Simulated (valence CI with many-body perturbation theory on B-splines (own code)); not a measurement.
**Pr²⁶⁺: electric-dipole lines**

Computed by relativistic CI+MBPT: five valence electrons over a frozen Dirac-Fock core [Ar] 3d10, radial functions for each j: 11 s, 11 p, 10 d, 8 f, 5 g, 2 h, with the one-electron correlation potential Σ1, the two-electron term Σ2, the three-electron term Σ3, Breit, model QED; selected CI, second order for the rest, scaled by the run's own slope (own B-spline code, finite nucleus).

The last digits are not significant, and no measured levels were compared; by estimate large intervals hold to a few tenths of a per cent, small ones and those within an open d or f shell to about a per cent. Among the levels kept, up to 2000 cm⁻¹ of a level comes from second order outside the variational space, and about a tenth of that is noise between levels of different J, which matters for small intervals.

Lines 201 to 250 of 549 in falling wavelength, among levels below 2262000 cm⁻¹, chosen from the strongest by gf and those to the six lowest levels. Wavelengths and rates use the calculated energies. Electric multipoles are in the length gauge, E1 and E2 with the static RPA response of the core. Weak lines are less certain than strong ones. Lines between different terms over intervals too small for the method are left out, as are lines whose strength nearly cancels. Where a level lies close to another of its J and parity, the split of strength between their lines is uncertain. The highest levels of a list are the least certain.

Levels are named by their leading jj configuration (3d3/2^4 stands for four electrons in 3d with j = 3/2), which in mixed levels can hold well under half, so a name can repeat and another be missing. Letters in brackets count levels of one name in rising energy.

```tsv
λ vac (nm)	Upper	Lower	A (s⁻¹)	S (a.u.)
10.85	(4s^2 4p3/2 4d3/2 4d5/2) J=1/2 [b]	(4s^2 4p3/2^2 4d3/2) J=1/2	5.28e+10	6.66e-02
10.85	(4s^2 4p1/2 4d3/2 4d5/2) J=7/2 [a]	(4s^2 4p1/2 4p3/2 4d3/2) J=5/2 [a]	2.71e+10	1.37e-01
10.85	(4s 4p1/2 4p3/2^2 4d5/2) J=5/2 [d]	(4s 4p1/2 4p3/2^3) J=5/2	1.80e+10	6.82e-02
10.84	(4s^2 4p1/2 4p3/2 4d5/2) J=3/2 [b]	(4s^2 4p1/2 4p3/2^2) J=1/2	1.04e+11	2.62e-01
10.83	(4s^2 4p3/2 4d5/2^2) J=9/2	(4s^2 4p3/2^2 4d5/2) J=9/2	7.27e+10	4.56e-01
10.83	(4s^2 4p3/2 4d3/2 4d5/2) J=5/2 [c]	(4s^2 4p3/2^2 4d3/2) J=3/2 [a]	2.34e+10	8.80e-02
10.82	(4s 4p3/2^3 4d5/2) J=9/2	(4s^2 4p1/2 4p3/2 4d5/2) J=9/2	2.21e+10	1.39e-01
10.81	(4s^2 4p1/2 4p3/2 4f7/2) J=9/2 [b]	(4s^2 4p1/2 4p3/2 4d5/2) J=7/2 [b]	2.18e+10	1.36e-01
10.80	(4s^2 4p3/2 4d3/2^2) J=3/2 [c]	(4s^2 4p3/2^2 4d3/2) J=5/2	1.12e+11	2.78e-01
10.80	(4s 4p1/2 4p3/2^2 4d5/2) J=5/2 [h]	(4s^2 4p1/2 4p3/2 4d3/2) J=7/2	2.32e+10	8.63e-02
10.80	(4s 4p3/2^4) J=1/2	(4s^2 4p1/2 4p3/2^2) J=1/2	8.37e+10	1.04e-01
10.78	(4s 4p1/2 4p3/2^2 4d5/2) J=3/2 [a]	(4s 4p1/2 4p3/2^3) J=3/2	5.75e+10	1.42e-01
10.78	(4s^2 4p1/2 4p3/2 4d5/2) J=7/2 [b]	(4s^2 4p1/2 4p3/2^2) J=5/2	1.11e+11	5.50e-01
10.78	(4s^2 4p1/2 4d3/2 4d5/2) J=3/2 [b]	(4s^2 4p1/2 4p3/2 4d5/2) J=3/2 [a]	6.36e+10	1.57e-01
10.74	(4s 4p1/2 4p3/2^2 4d5/2) J=3/2 [d]	(4s^2 4p1/2 4p3/2 4d3/2) J=3/2 [a]	4.92e+10	1.20e-01
10.74	(4s 4p1/2^2 4p3/2 4d5/2) J=7/2 [a]	(4s 4p1/2^2 4p3/2^2) J=5/2	7.54e+10	3.69e-01
10.73	(4s 4p1/2^2 4p3/2 4d3/2) J=3/2 [d]	(4s 4p1/2^2 4p3/2^2) J=1/2	3.05e+10	7.45e-02
10.73	(4s 4p1/2 4p3/2^2 4d5/2) J=3/2 [f]	(4s^2 4p1/2 4p3/2 4d3/2) J=3/2 [b]	5.95e+10	1.45e-01
10.72	(4s^2 4p1/2 4p3/2 4f7/2) J=5/2 [b]	(4s^2 4p1/2 4p3/2 4d5/2) J=3/2 [b]	3.66e+10	1.34e-01
10.71	(4s^2 4p3/2 4d3/2 4d5/2) J=7/2 [b]	(4s^2 4p3/2^2 4d5/2) J=7/2	3.52e+10	1.71e-01
10.71	(4s^2 4p3/2 4d5/2^2) J=5/2	(4s^2 4p3/2^2 4d5/2) J=7/2	3.87e+10	1.41e-01
10.71	(4s 4p1/2^2 4p3/2 4d5/2) J=5/2 [b]	(4s 4p1/2^2 4p3/2^2) J=3/2	1.03e+11	3.74e-01
10.71	(4s 4p1/2 4p3/2^3) J=5/2	(4s^2 4p1/2^2 4p3/2) J=3/2	4.05e+08	1.47e-03
10.69	(4s 4p3/2^3 4d3/2) J=1/2	(4s^2 4p1/2 4p3/2 4d5/2) J=3/2 [b]	9.45e+10	1.14e-01
10.69	(4s^2 4p1/2 4p3/2 4f7/2) J=3/2	(4s^2 4p1/2 4p3/2 4d5/2) J=1/2	7.28e+10	1.76e-01
10.68	(4s^2 4p1/2 4d5/2^2) J=1/2	(4s 4p3/2^4) J=1/2	4.89e+10	5.87e-02
10.66	(4s^2 4p1/2 4d3/2 4d5/2) J=3/2 [a]	(4s^2 4p1/2 4p3/2 4d3/2) J=5/2 [a]	2.83e+10	6.78e-02
10.65	(4s 4p1/2 4p3/2^2 4d5/2) J=3/2 [c]	(4s 4p1/2 4p3/2^3) J=5/2	4.48e+10	1.07e-01
10.63	(4s^2 4p1/2 4d5/2^2) J=1/2	(4s^2 4p1/2 4p3/2 4d5/2) J=3/2 [b]	1.80e+11	2.13e-01
10.61	(4s^2 4p1/2 4p3/2 4d3/2) J=5/2 [b]	(4s^2 4p1/2 4p3/2^2) J=3/2	3.59e+09	1.27e-02
10.59	(4s^2 4p1/2 4p3/2 4f5/2) J=7/2 [c]	(4s^2 4p1/2 4p3/2 4d5/2) J=7/2 [b]	2.43e+10	1.14e-01
10.59	(4s 4p1/2^2 4p3/2 4d3/2) J=3/2 [d]	(4s 4p1/2^2 4p3/2^2) J=3/2	5.39e+10	1.26e-01
10.57	(4s 4p1/2 4p3/2^2 4d5/2) J=7/2 [d]	(4s 4p1/2 4p3/2^3) J=5/2	1.00e+11	4.68e-01
10.57	(4s 4p1/2 4p3/2^2 4d5/2) J=1/2 [b]	(4s 4p1/2 4p3/2^3) J=1/2	1.55e+11	1.81e-01
10.56	(4s^2 4p3/2^2 4d5/2) J=1/2	(4s^2 4p3/2^3) J=3/2	3.83e+11	4.45e-01
10.56	(4s^2 4p1/2 4d5/2^2) J=7/2	(4s^2 4p1/2 4p3/2 4d5/2) J=7/2 [a]	6.49e+10	3.02e-01
10.56	(4s 4p1/2 4p3/2^2 4d3/2) J=5/2 [e]	(4s 4p1/2 4p3/2^3) J=5/2	4.28e+10	1.49e-01
10.55	(4s^2 4p1/2 4p3/2 4d3/2) J=1/2 [b]	(4s^2 4p1/2 4p3/2^2) J=3/2	3.88e+10	4.50e-02
10.55	(4s 4p1/2 4p3/2^2 4d5/2) J=5/2 [c]	(4s 4p1/2 4p3/2^3) J=3/2	1.98e+10	6.90e-02
10.54	(4s^2 4p1/2 4d3/2 4d5/2) J=3/2 [c]	(4s^2 4p1/2 4p3/2 4d5/2) J=3/2 [a]	3.90e+10	9.02e-02
10.54	(4s 4p1/2 4p3/2^2 4d5/2) J=5/2 [h]	(4s^2 4p1/2 4p3/2 4d3/2) J=5/2 [a]	7.35e+10	2.54e-01
10.53	(4s 4p3/2^3 4d5/2) J=1/2	(4s^2 4p1/2 4p3/2 4d5/2) J=1/2	1.15e+11	1.32e-01
10.52	(4s^2 4p1/2 4d3/2 4d5/2) J=1/2	(4s^2 4p1/2 4p3/2 4d3/2) J=1/2 [a]	1.77e+11	2.03e-01
10.51	(4s^2 4p3/2 4d3/2 4d5/2) J=5/2 [c]	(4s^2 4p3/2^2 4d5/2) J=7/2	1.81e+11	6.23e-01
10.51	(4s 4p1/2 4p3/2^2 4d5/2) J=3/2 [f]	(4s^2 4p1/2 4p3/2 4d3/2) J=1/2 [a]	4.71e+10	1.08e-01
10.51	(4s^2 4p1/2 4p3/2 4d3/2) J=3/2 [c]	(4s^2 4p1/2 4p3/2^2) J=3/2	7.48e+10	1.71e-01
10.48	(4s^2 4p1/2 4p3/2 4f7/2) J=5/2 [a]	(4s^2 4p1/2 4p3/2 4d5/2) J=7/2 [b]	1.97e+10	6.71e-02
10.47	(4s^2 4p1/2 4p3/2 4f7/2) J=5/2 [c]	(4s^2 4p1/2 4p3/2 4d5/2) J=3/2 [b]	6.45e+10	2.20e-01
10.47	(4s 4p1/2 4p3/2^2 4d5/2) J=1/2 [c]	(4s^2 4p1/2 4p3/2 4d3/2) J=3/2 [a]	1.84e+11	2.09e-01
10.45	(4s^2 4p1/2 4d3/2 4d5/2) J=3/2 [c]	(4s^2 4p1/2 4p3/2 4d5/2) J=5/2 [a]	1.03e+11	2.32e-01
```
